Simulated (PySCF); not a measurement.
Input file for PySCF: R-B3LYP/6-31G* on C2H4Cl2 (SMILES CC(Cl)Cl).

```python
from pyscf import gto, scf, dft, mp
from pyscf.data.elements import chemcore

mol = gto.M(
    atom='''
    C    -0.82087568   -0.12194470   -0.05013061
    C     0.65832169    0.07177477    0.17233938
    Cl    1.15202529    1.75182533   -0.22991572
    Cl    1.61106668   -1.10669058   -0.79287118
    H    -1.07331663    0.04360694   -1.09620520
    H    -1.10183777   -1.13844586    0.22669971
    H    -1.37845947    0.58394917    0.56603824
    H     0.95307590   -0.08407506    1.20404538
    ''',
    basis='6-31g*',
    cart=True,
    charge=0, spin=0, verbose=3, max_memory=1800)
mf = dft.RKS(mol, xc='b3lyp')
mf.conv_tol = 1e-8
mf.max_cycle = 100
mf.kernel()
if not mf.converged:
    mf = mf.newton().run(mf.mo_coeff, mf.mo_occ)
```

The log:

```
converged SCF energy = -999.016293922379
```

Self-consistency was reached.

Cost: very roughly 4 core-seconds.
